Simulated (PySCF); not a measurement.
Species: C2H10O3Si4.
Numbering: `[CH:1]#[C:2][SiH2:3][O:4][SiH:5]([O:6][SiH3:7])[O:8][SiH3:9]` (hydrogens: H10 on C1; H11, H12 on Si3; H13 on Si5; H14, H15, H16 on Si7; H17, H18, H19 on Si9)

Cartesian coordinates in Å at the PBE0-D3(BJ)/def2-SVP level; atoms count from 1:
```xyz
19
C2H10O3Si4 angstrom
C      1.9658    0.3674    1.2821
C      1.9448    0.1050    0.0932
Si     1.8380   -0.3051   -1.6972
O      0.2505   -0.6002   -2.0762
Si    -1.2165   -0.2064   -1.4244
O     -1.5321   -1.1803   -0.1401
Si    -0.8822   -2.1971    1.0012
O     -1.1799    1.3568   -0.9293
Si    -0.9978    2.4182    0.3349
H      1.9867    0.5985    2.3328
H      2.3591    0.8454   -2.4830
H      2.6351   -1.5296   -1.9659
H     -2.2522   -0.3816   -2.4557
H      0.3865   -2.8037    0.4997
H     -0.6098   -1.4436    2.2598
H     -1.8736   -3.2751    1.2784
H     -2.1500    3.3652    0.3266
H     -0.9711    1.6895    1.6383
H      0.2693    3.1838    0.1626
```

Method used: PySCF 2.14.0, PBE0-D3(BJ)/def2-SVP geometry optimisation, gas phase.

Take the most abundant isotopes and a rigid rotor. The values belong to one conformer with, in the numbering `[CH:1]#[C:2][SiH2:3][O:4][SiH:5]([O:6][SiH3:7])[O:8][SiH3:9]`, C2–Si3–O4–Si5 22°, Si3–O4–Si5–O6 -78°, O4–Si5–O6–Si7 20°, O4–Si5–O8–Si9 -99°.

(1) Give the principal moments of inertia and the rotational constants in cm⁻¹.

(2) Classify the top.

(3) What does the inertial defect say?

(4) Give the other two planar moments, Paa and Pbb, and the rms extents of the mass along the axes.

(5) List the rotational levels J(Ka,Kc) to J = 2 (MHz).

(6) Predict some low-J microwave lines.

Answers

(1) Ia = 630.10, Ib = 661.73, Ic = 796.09 u·Å²; 505379 MHz·u·Å²/I gives 802.1, 763.7 and 634.8 MHz, that is A = 0.02675, B = 0.02548, C = 0.02118 cm⁻¹.

(2) An asymmetric top; Ray's κ = 0.542.

(3) Not planar: Δ = Ic − Ia − Ib = -495.74 u·Å². For a rigid frame Δ = −2 Σ m c², so Σ m c² = 247.87 u·Å² lies off the ab plane: 29.97 from hydrogen and 217.90 from heavier atoms. The atom farthest from that plane is 3.40 Å away.

(4) Paa = Σ m a² = (Ib + Ic − Ia)/2 = 413.86 and Pbb = Σ m b² = (Ia + Ic − Ib)/2 = 382.23 u·Å². With the mass M = 193.97 u, the rms extents √(P/M) along a, b and c are 1.46, 1.40, 1.13 Å.

(5) Above 0(0,0):
J = 1: 1(0,1) 1399, 1(1,1) 1437, 1(1,0) 1566
J = 2: 2(0,2) 4098, 2(1,2) 4105, 2(1,1) 4492, 2(2,1) 4607, 2(2,0) 4705
Those of J = 1 are B + C, A + C and A + B.

(6) The dipole components are |μa| = 0.07 D, |μb| = 0.26 D, |μc| = 1.63 D. Intensities carry the squares of the components, which stand as 0.00 : 0.03 : 1.00 (a : b : c). Some lines, for components of 0.1 D or more:

| type | branch | J(Ka,Kc) | MHz | lower level (cm⁻¹) |
| --- | --- | --- | --- | --- |
| b | Q | 2(2,1) ← 2(1,2) | 502 | 0.137 |
| b | Q | 3(3,1) ← 3(2,2) | 563 | 0.294 |
| b | Q | 3(1,2) ← 3(0,3) | 710 | 0.269 |
| b | R | 1(1,1) ← 0(0,0) | 1437 | 0.000 |
| c | R | 1(1,0) ← 0(0,0) | 1566 | 0.000 |
| b | R | 2(1,2) ← 1(0,1) | 2707 | 0.047 |
| c | R | 2(1,1) ← 1(0,1) | 3093 | 0.047 |
| c | R | 2(2,0) ← 1(1,0) | 3139 | 0.052 |
| c | R | 2(2,1) ← 1(1,1) | 3170 | 0.048 |
| b | R | 3(1,3) ← 2(0,2) | 3960 | 0.137 |
| b | R | 3(1,2) ← 2(2,1) | 4161 | 0.154 |
| b | R | 3(2,2) ← 2(1,1) | 4311 | 0.150 |
| c | R | 3(2,1) ← 2(1,1) | 4645 | 0.150 |
| b | R | 3(3,1) ← 2(2,0) | 4661 | 0.157 |
| c | R | 3(1,2) ← 2(0,2) | 4670 | 0.137 |
| c | R | 3(3,0) ← 2(2,0) | 4725 | 0.157 |
| b | R | 3(3,0) ← 2(2,1) | 4823 | 0.154 |
| b | R | 3(2,1) ← 2(1,2) | 5032 | 0.137 |

Not checked by PBE0-D3(BJ)/def2-SVP frequencies. Zero-point vibration and centrifugal distortion are left out. A rigid rotor knows nothing of internal rotation, which can split or shift real lines.

On an AMD EPYC 7B13 with one thread, no GPU (shared host), this took 14 min wall and 0.92 GiB of memory at its peak. These figures are those of the optimisation.
